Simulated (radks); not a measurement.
Task: All-electron atom: the cadmium ion Cd+ in [Ar] 3d10 4s2 4p4 4d10 5s1 5d2 (not the ground configuration). All-electron calculation, Dirac Kohn-Sham, BLYP, spin-unpolarised, spherical densities, finite nucleus; open shells fill j = l - 1/2 first; Fermi nuclear charge, rms radius 4.6087 fm. Program: a radial shooting solver on a logarithmic mesh with Libxc functionals.

Spin-orbit splittings of the eigenvalues, e(l+1/2) - e(l-1/2), with zeta = 2 splitting/(2l+1) and mean radii in bohr:

shell  occ.  splitting (eV)  zeta (eV)  <r> j=l-1/2  <r> j=l+1/2
2p        6           192.6      128.4       0.1112       0.1164
3p        6           34.41      22.94       0.3493       0.3603
3d       10               ?          ?       0.3325       0.3360
4p        4           6.128      4.086       0.9199       0.9483
4d       10          0.8436     0.3375        1.148        1.160
5d        2         0.04765    0.01906        4.432        4.466

Estimate the 3d splitting.

Result: 6.996 eV (zeta = 2.798 eV).
